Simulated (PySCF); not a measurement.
Species: C3H8AlNO.
Geometry (PBE0-D3(BJ)/def2-SVP, Å), atoms numbered from 1 in this order:
```
atom  x, y, z in Å
O1    -1.1798   -1.3370   -0.2620
C2    -1.7119   -0.0790   -0.4682
C3    -1.3652    0.8951    0.6917
C4     0.0757    0.9064    0.7932
N5     1.2100    0.7197    0.6898
Al6    2.6447   -0.4577   -0.1686
H7    -0.2569   -1.3735   -0.5775
H8    -1.3842    0.3817   -1.4188
H9    -2.8105   -0.1584   -0.5032
H10   -1.7860    0.5267    1.6401
H11   -1.7477    1.9114    0.5079
H12    3.4992    0.5634   -1.0476
H13    1.5102   -1.3019   -0.9816
H14    3.3013   -1.1966    1.0835
```

Computed, not measured: PBE0-D3(BJ)/def2-SVP geometry optimisation, gas phase in PySCF.

Take the most abundant isotopes and a rigid rotor. The values belong to one conformer with, in the numbering `[OH:1][CH2:2][CH2:3][C:4]#[N+:5][AlH3-:6]`, H–O1–C2–C3 -85°, O1–C2–C3–C4 56°.

**Question.** Give the principal moments of inertia and the rotational constants in GHz.

**Answer.** Ia = 101.47, Ib = 333.33, Ic = 409.27 u·Å²; 505379 MHz·u·Å²/I gives 4981, 1516 and 1235 MHz, that is A = 4.9807, B = 1.5161, C = 1.2348 GHz.

**Question.** Classify the top.

**Answer.** An asymmetric top. Ray's parameter κ = (2B − A − C)/(A − C) = -0.850; −1 is the prolate and +1 the oblate limit.

**Question.** What does the inertial defect say?

**Answer.** Not planar: Δ = Ic − Ia − Ib = -25.52 u·Å². For a rigid frame Δ = −2 Σ m c², so Σ m c² = 12.76 u·Å² lies off the ab plane: 7.87 from hydrogen and 4.89 from heavier atoms. The atom farthest from that plane is 1.51 Å away.

**Question.** Give the other two planar moments, Paa and Pbb, and the rms extents of the mass along the axes.

**Answer.** Paa = Σ m a² = (Ib + Ic − Ia)/2 = 320.57 and Pbb = Σ m b² = (Ia + Ic − Ib)/2 = 88.71 u·Å². With the mass M = 101.04 u, the rms extents √(P/M) along a, b and c are 1.78, 0.94, 0.36 Å.

**Question.** Where do the levels up to J = 4 lie, in cm⁻¹?

**Answer.** Above 0(0,0):
J = 1: 1(0,1) 0.0918, 1(1,1) 0.2073, 1(1,0) 0.2167
J = 2: 2(0,2) 0.2747, 2(1,2) 0.3815, 2(1,1) 0.4096, 2(2,1) 0.7563, 2(2,0) 0.7569
J = 3: 3(0,3) 0.5478, 3(1,3) 0.6423, 3(1,2) 0.6986, 3(2,2) 1.0316, 3(2,1) 1.0343, 3(3,1) 1.6332, 3(3,0) 1.6332
J = 4: 4(0,4) 0.9095, 4(1,4) 0.9896, 4(1,3) 1.0833, 4(2,3) 1.3982, 4(2,2) 1.4063, 4(3,2) 2.0013, 4(3,1) 2.0014, 4(4,1) 2.8422, 4(4,0) 2.8422
The levels of one J sum to (2J + 1)J(J + 1)(A + B + C)/3.

**Question.** Which types of transition are allowed, and where do some lines up to J = 5 fall?

**Answer.** The dipole components are |μa| = 5.69 D, |μb| = 2.99 D, |μc| = 0.85 D. Intensities carry the squares of the components, which stand as 1.00 : 0.28 : 0.02 (a : b : c). Some lines, for components of 0.1 D or more:

```
type  branch         J(Ka,Kc)    MHz  lower level (cm⁻¹)
   b       R  4(1,3) ← 3(2,2)   1550               1.032
   a       R  3(2,2) ← 2(2,1)   8253               0.756
   a       R  3(1,2) ← 2(1,1)   8664               0.410
   c       Q  4(2,3) ← 4(1,3)   9441               1.083
   c       Q  2(2,1) ← 2(1,1)  10394               0.410
   b       R  5(0,5) ← 4(1,4)  11041               0.990
   a       R  5(1,4) ← 4(1,3)  14380               1.083
   b       Q  3(3,1) ← 3(2,2)  18036               1.032
   b       Q  4(3,2) ← 4(2,3)  18080               1.398
   c       R  4(2,2) ← 3(1,2)  21216               0.699
   b       Q  4(4,1) ← 4(3,2)  25208               2.001
   c       R  3(3,1) ← 2(2,1)  26289               0.756
   c       R  4(3,2) ← 3(2,2)  29071               1.032
   b       R  4(3,1) ← 3(2,2)  29075               1.032
   b       Q  5(5,1) ← 5(4,2)  32413               3.302
   c       R  5(4,1) ← 4(3,1)  38995               2.001
   c       R  5(5,0) ← 4(4,0)  46204               2.842
```

**Question.** Estimate the classical rotational partition function at 10 K, 25 K and 298.15 K.

**Answer.** Point group C1, symmetry number σ = 1; q = (√π/σ)·√((kT/h)³/(ABC)), k/h = 20836.6 MHz/K: 1750 at 10 K, 6900 at 25 K, 284000 at 298.15 K.

No frequency check. These are rigid-rotor constants of the computed structure; measured ground-state constants (B0) also hold zero-point vibration. A rigid rotor knows nothing of internal rotation, which can split or shift real lines. Quadrupole hyperfine structure (14N, 27Al) is left out.

Time: 48 s of wall time. Hardware: one thread, x86-64 server, no GPU, on a shared host. That covers the optimisation of the geometry.
